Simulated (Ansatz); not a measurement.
AlBClFH5NSi (`B[NH][AlH][SiH](F)Cl`), 11 atoms. The species carries charge 0 and has multiplicity 1. All runs use 4 threads of an Arm Neoverse V1 on a shared host. Correlated methods freeze the cores.

Q: How many basis functions does each run have, and how long does it take in Ansatz? RHF-CCSD(T)/def2-SVP energy; RHF-CCSD(T)/def2-TZVPP energy; RHF-MP2/def2-QZVPP energy; RKS PBE0-D4/def2-TZVP relaxation (11 steps); RKS PBE0-D4/def2-TZVPP energy; direct RPA on PBE orbitals/def2-TZVPP energy; RKS PBE0-D4/def2-TZVP frequencies; RKS PBE-QIDH (frozen core)/def2-TZVPP energy; RKS B97M-V/def2-TZVPP energy; RKS ωB97M-V/def2-QZVPP energy; RKS PBE0-D4/def2-SVP energy; RKS r2SCAN-D4/def2-TZVPP energy and forces. (An estimate is asked.)

A: Ansatz gave: Other jobs shared the machine, so times are rough.

| level | job | functions | wall time | peak host memory (GiB) |
| --- | --- | --- | --- | --- |
| RKS PBE0-D4/def2-SVP | energy | 121 | 2.6 s | 0.27 |
| direct RPA on PBE orbitals/def2-TZVPP | energy | 289 | 8 s | 0.75 |
| RKS PBE0-D4/def2-TZVPP | energy | 289 | 8 s | 0.94 |
| RKS r2SCAN-D4/def2-TZVPP | energy and forces | 289 | 9 s | 0.48 |
| RHF-CCSD(T)/def2-SVP | energy | 121 | 9.5 s | 0.61 |
| RKS PBE-QIDH (frozen core)/def2-TZVPP | energy | 289 | 11 s | 0.85 |
| RKS B97M-V/def2-TZVPP | energy | 289 | 16 s | 0.55 |
| RKS ωB97M-V/def2-QZVPP | energy | 531 | 36 s | 2.7 |
| RHF-MP2/def2-QZVPP | energy | 531 | 51 s | 3.6 |
| RKS PBE0-D4/def2-TZVP | relaxation (11 steps) | 234 | 75 s | 0.74 |
| RKS PBE0-D4/def2-TZVP | frequencies | 234 | 4.1 min | 0.75 |
| RHF-CCSD(T)/def2-TZVPP | energy | 289 | 6.5 min | 8.4 |
